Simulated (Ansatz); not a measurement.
Reaction (hydrogenolysis of a C–F bond): `FC1([SiH2]S)BC1` + H₂ → `S[SiH2]C1BC1` + H–F

Program: Ansatz. Geometries: PBE0-D4/def2-TZVP. ΔE: electronic, gas phase. CCSD(T)/CBS adds triple-zeta CCSD(T) − MP2 to the extrapolated MP2 energy (def2 sets, frozen cores). This one scheme is used for every species. Functionals use def2-TZVPP. One conformer a species, not always the lowest.

CCSD(T)/CBS gives -35.7 kcal/mol.

(1) Another level gave -31.6 kcal/mol. Which?
A. CCSD(T)/def2-TZVPP
B. PBE0/def2-TZVPP
C. MP2/def2-TZVPP
D. r2SCAN-D4/def2-TZVPP

Largest T1 diagnostic among the species: 0.013.

Answers

(1) D. r2SCAN-D4 -31.6, PBE0 -34.1, MP2/def2-TZVPP -37.6, CCSD(T)/def2-TZVPP -35.2 kcal/mol.

From PBE to PBE0 (25 % exact exchange), in def2-TZVPP and without D4, ΔE moves by −3.1 kcal/mol.
